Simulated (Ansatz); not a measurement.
System: C3H6O2Si, charge 0, multiplicity 1. 
Geometry from a B3LYP-D3(BJ)/def2-TZVP (Ansatz, a quantum-chemistry and plane-wave program) optimisation:
```
C
O 1 1.2111
C 1 1.5262 2 119.52
H 3 1.0931 1 110.08 2 7.91
H 3 1.0994 4 106.78 1 117.21
C 3 1.5059 4 110.74 5 115.79
O 6 1.2051 3 124.03 4 142.42
H 6 1.1079 7 120.57 3 -179.72
Si 1 1.9388 2 119.13 3 179.84
H 9 1.4755 1 108.69 2 -81.36
H 9 1.4786 10 111.40 1 123.12
H 9 1.4804 10 109.90 11 121.99
```
Charge 0, spin multiplicity 1.

Total electronic energies in hartree. Cores are frozen in the correlated levels unless marked. Spin-orbit coupling is left out. No relativistic terms. CBS(X,Y): correlation extrapolated as X^-3; Hartree-Fock from the larger set. [CCSD(T)-MP2]/basis is that difference in the basis named.

| level | program | energy (Eh) |
|---|---|---|
| r2SCAN/def2-TZVPD | Ansatz | ? |
| PBE0-D3(BJ)/def2-TZVP | Ansatz + dftd3 | -557.52885 |
| B2GP-PLYP/def2-TZVPD | Ansatz | ? |
| MP2/aug-cc-pV(D+d)Z | Ansatz | -556.66723 |
| SCS-MP2/cc-pVTZ | Ansatz | -556.89092 |
| CCSD/cc-pVTZ | Ansatz | -556.93512 |
| CCSD(T)/cc-pV(Q+d)Z | Ansatz | -557.07878 |
| RI-MP2/CBS(cc-pV(T+d)Z,cc-pV(Q+d)Z)+[CCSD(T)-MP2]/cc-pV(D+d)Z | Ansatz | -557.1364 |
| CCSD(T)/CBS(cc-pV(T+d)Z,cc-pV(Q+d)Z) | Ansatz | -557.1295 |

### Question
Complete the blanks.

### Answer

- r2SCAN/def2-TZVPD, energy (Eh): -557.77728
- B2GP-PLYP/def2-TZVPD, energy (Eh): -557.53065
